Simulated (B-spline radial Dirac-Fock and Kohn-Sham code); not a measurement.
K-line shifts caused by a second vacancy in Cd²⁺

System: cadmium as Cd²⁺ in the configuration 1s2 2s2 2p6 3s2 3p6 3d10 4s2 4p6 4d10, inside a Watson sphere of charge -2 and radius 2.7 Å (a model of the Madelung potential; inside it an electron's potential energy is raised by 10.7 eV).

Method: ΔSCF Dirac-Fock with Breit, self-energy and vacuum polarisation, finite nucleus, configuration average. Computed with a radial B-spline solver. Each two-hole energy is an average over J within one jj subconfiguration, not an observable level; in light atoms, where LS coupling holds, the j-resolved values are not observed lines, and for a K spectator the Kα1 hypersatellite is nearly forbidden. Electron correlation is not included.

Lines without a spectator: Kα2 (K-L2) 22982.4 eV, Kα1 (K-L3) 23172.2 eV, Kβ3 (K-M2) 26056.5 eV, Kβ1 (K-M3) 26091.2 eV. Shifts in eV with one spectator hole (a dash: not computed, or left out as unreliable):

```
spectator hole     Kα2     Kα1     Kβ3     Kβ1
        K (1s)  +548.4  +564.4  +698.6  +701.9
    L2 (2p1/2)   +59.9   +75.4       –  +159.9
    L3 (2p3/2)   +59.3   +59.3  +142.7       –
    M2 (3p1/2)       –   +8.51  +18.94  +23.09
    M3 (3p3/2)   +6.40       –  +19.74  +19.16
    M4 (3d3/2)   +1.11   -1.39       –       –
    M5 (3d5/2)   -1.82   -0.01       –       –
```

With n spectator holes in 2p, averaged over the 2p shell (energies in eV):

```
n     KαLⁿ   step  hypersatellite KαʰLⁿ
0  23108.9      –               23668.0
1  23172.5  +63.6               23733.0
2  23237.4  +64.9               23799.3
3  23303.5  +66.1               23866.8
4  23370.9  +67.4               23935.6
5  23439.5  +68.6               24005.7
```
